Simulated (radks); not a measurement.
The numbers below are computed, except where a source is named.
Spherical quantum dot in the effective-mass picture: electrons in a hard-walled sphere of radius 4.41, with a point charge +2 (a donor) at the centre, all in effective atomic units (hartree* = m*/eps^2 hartree, bohr* = eps/m* bohr), one dielectric constant everywhere. Level of theory: non-relativistic Kohn-Sham, r2SCAN, spin-polarised, spherical densities, generalised Kohn-Sham scheme (a radial shooting solver with Libxc functionals). Levels are named by radial order and angular momentum (1s, 1p, 1d, 2s, ...), and open shells are averaged over m. Results are scaled to m* = 0.105 and eps = 5.4, for which hartree* = 97.98 meV and bohr* = 2.721 nm.

N = 14, configuration 1s2 1p6 1d(up 4, down 0) 2s2. This is the lowest configuration that the search found. Occupied and some empty levels:

| level | occupation | eigenvalue (meV) | <r> (nm) |
|---|---|---|---|
| 1s up | 1 | 342.90 | 4.905 |
| 1s down | 1 | 344.85 | 4.316 |
| 1p up | 3 | 371.05 | 8.091 |
| 2s up | 1 | 376.72 | 5.737 |
| 1p down | 3 | 378.50 | 7.997 |
| 2s down | 1 | 382.16 | 6.254 |
| 1d up | 4 | 397.08 | 8.448 |
| 1d down | 0 | 405.69 | 8.408 |
| 1f up | 0 | 431.76 | 8.714 |
| 1f down | 0 | 441.31 | 8.701 |
| 1g up | 0 | 474.52 | 8.933 |
| 1g down | 0 | 484.86 | 8.933 |
| 2p up | 0 | 485.58 | 5.982 |
| 2p down | 0 | 488.98 | 5.982 |

Energy (meV): total 2281.41, kinetic 1125.0, external -1514.1, Hartree 3173.0, exchange-correlation -502.39.
